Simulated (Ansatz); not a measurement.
Ansatz results at the PBE0-D4/def2-TZVP geometry: size of the dipole moment (ωB97M-V/def2-TZVPP) 0.38 D; LUMO energy (PBE/def2-TZVPP) -2.95 eV; HOMO–LUMO gap (PBE/def2-TZVPP) 3.46 eV.

(1) Which molecule gave them?
A. `[AlH2][SiH2][SiH2][SiH3]`
B. `[AlH2][SiH]([SiH3])[SiH3]`
C. `OBCCBr`
D. `F[CH2][GeH2][Cl]`

Results:

(1) B. The others give `[AlH2][SiH2][SiH2][SiH3]`: 1.53, -2.16, 4.04; `OBCCBr`: 2.56, -1.23, 5.12; `F[CH2][GeH2][Cl]`: 2.69, -1.08, 6.00.
